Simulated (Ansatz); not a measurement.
Cost and result for the atomization energy of CH₈Si₂Te, SMILES `[SiH3]C[SiH2][TeH]` (12 atoms, 11 bonds).

```xyz
12

Si    1.4970    0.8512    0.1534
C     0.4264   -0.3709   -0.7878
Si   -1.4000   -0.2429   -0.4220
Te   -1.8974   -0.1994    2.0267
H     1.7618    0.3655    1.5300
H     2.7988    1.0261   -0.5473
H     0.8245    2.1759    0.2275
H     0.5583   -0.2113   -1.8645
H     0.7700   -1.3871   -0.5701
H    -1.9342    1.0567   -0.9059
H    -2.1509   -1.3491   -1.0715
H    -1.2545   -1.7147    2.2315
```

The species carries charge 0 and has multiplicity 1. Correlated methods include outer-core shells of Te, which these sets cover unevenly. Te takes the def2 core potential. All single points use the PBE0-D4/def2-TZVP geometry. It is one conformer, not always the lowest. Program: Ansatz. All runs use 4 threads of an AMD EPYC 7R13 on a shared host. Times are those of one run each, without the atoms' runs, and a repeat can differ threefold. Electronic energies, without spin–orbit coupling; frozen cores. CCSD(T)/CBS adds CCSD(T) − MP2 in def2-TZVPP to the MP2 limit, and its time is that of the two runs behind it. T1 = 0.011. With those shells the extrapolation isn't a true limit. B3LYP takes the VWN-RPA correlation (the form of Gaussian; ORCA's B3LYP/G).

CCSD(T)/CBS is a level of theory with its own doubt, some kJ/mol a heavy atom from the limit and from the frozen cores, so smaller differences don't rank the functionals.

```json
{"level": "PBE-D4/def2-TZVPP (with forces)", "functions": "277", "wall time": "4 s", "atomization (kcal/mol)": "880.9", "difference from CCSD(T)/CBS": "-8.1", "per bond": "-0.7"}
{"level": "r2SCAN-D4/def2-TZVPP (with forces)", "functions": "277", "wall time": "7 s", "atomization (kcal/mol)": "883.2", "difference from CCSD(T)/CBS": "-5.8", "per bond": "-0.5"}
{"level": "PBE0-D4/def2-TZVPP", "functions": "277", "wall time": "8.5 s", "atomization (kcal/mol)": "877.8", "difference from CCSD(T)/CBS": "-11.2", "per bond": "-1.0"}
{"level": "B2PLYP/def2-TZVPP", "functions": "277", "wall time": "12 s", "atomization (kcal/mol)": "869.9", "difference from CCSD(T)/CBS": "-19.1", "per bond": "-1.7"}
{"level": "B3LYP-D4/def2-TZVPP (with forces)", "functions": "277", "wall time": "13 s", "atomization (kcal/mol)": "883.5", "difference from CCSD(T)/CBS": "-5.5", "per bond": "-0.5"}
{"level": "ωB97X-V/def2-TZVPP", "functions": "277", "wall time": "14 s", "atomization (kcal/mol)": "890.4", "difference from CCSD(T)/CBS": "1.4", "per bond": "0.1"}
{"level": "ωB97M-V/def2-TZVPP (with forces)", "functions": "277", "wall time": "22 s", "atomization (kcal/mol)": "883.6", "difference from CCSD(T)/CBS": "-5.4", "per bond": "-0.5"}
{"level": "MP2/def2-QZVPP", "functions": "519", "wall time": "64 s", "atomization (kcal/mol)": "875.4", "difference from CCSD(T)/CBS": "-13.6", "per bond": "-1.2"}
{"level": "CCSD(T)/def2-TZVPP", "functions": "277", "wall time": "7.2 min", "atomization (kcal/mol)": "864.1", "difference from CCSD(T)/CBS": "-24.9", "per bond": "-2.3"}
{"level": "CCSD(T)/CBS(def2)", "functions": "–", "wall time": "8.2 min", "atomization (kcal/mol)": "889.0", "difference from CCSD(T)/CBS": "0.0", "per bond": "0.0"}
```

The D4 term adds +12.8 kcal/mol with B3LYP and +6.8 kcal/mol with PBE0; it sums over pairs of atoms, weighted by their polarisabilities, and B3LYP, whose exchange is more repulsive, gets the larger term. From PBE to PBE0 (25 % exact exchange), in def2-TZVPP and without D4, the atomization energy moves by −2.0 kcal/mol: exact exchange takes away binding that semilocal exchange gives to molecules. In def2-TZVPP, CCSD(T) changes the Hartree–Fock value by +200.8 kcal/mol (the triples alone add +9.9 kcal/mol) and MP2 by +197.4 kcal/mol; breaking electron pairs costs correlation energy, which Hartree–Fock lacks.

Spin–orbit coupling would lower the free Te atoms strongly, and the atomization energy with them, by more than many differences here.
